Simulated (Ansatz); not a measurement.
Mulliken charges of `O[SiH](O)[Si](F)(Cl)Cl` from ωB97M-V/def2-TZVPP in Ansatz (PBE0-D4/def2-TZVP geometry).

| atom | x (Å) | y (Å) | z (Å) | charge (e) |
| --- | --- | --- | --- | --- |
| O1 | -1.368 | 1.116 | -0.914 | -0.354 |
| Si2 | -0.368 | -0.165 | -0.686 | 0.471 |
| O3 | -1.231 | -1.461 | -0.202 | -0.358 |
| Si4 | 1.106 | 0.214 | 1.096 | 0.579 |
| F5 | 1.937 | 1.545 | 0.820 | -0.285 |
| Cl6 | 0.140 | 0.468 | 2.870 | -0.174 |
| Cl7 | 2.463 | -1.298 | 1.285 | -0.181 |
| H8 | -1.125 | 1.771 | -1.569 | 0.185 |
| H9 | 0.392 | -0.413 | -1.945 | -0.060 |
| H10 | -1.948 | -1.778 | -0.754 | 0.178 |

**Question.** By hand: the dipole of these point charges (1 e Å = 4.8032 D).

**Answer.** Σ q r = (-0.209, -0.077, -0.566) e Å, of length 0.608 e Å = 2.92 D.

**Question.** How does the dipole of the full density compare? (Estimate.)

**Answer.** Computed: (-0.329, -0.003, -0.656) e Å, 3.52 D; the point charges give 0.83 times that, at 9° from its direction.

Point charges leave out the atoms' own dipoles, such as those of lone pairs, and Mulliken's split depends on the basis, so the two needn't agree.
